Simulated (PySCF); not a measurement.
A structure optimised at B3LYP-D3(BJ)/def2-SVP, used in a PySCF frequency run:

```
Ge
F 1 1.7150
F 1 1.7150 2 107.04
F 1 1.7150 2 107.04 3 -114.49
Br 1 2.2598 2 111.80 4 -122.76
```
Charge 0, spin multiplicity 1.

Write its SMILES, formula and point group.

[F][Ge]([F])([F])[Br], BrF3Ge, C3v

What are its rotational constants (standard atomic weights)?

3.4974, 1.2506, 1.2506 GHz
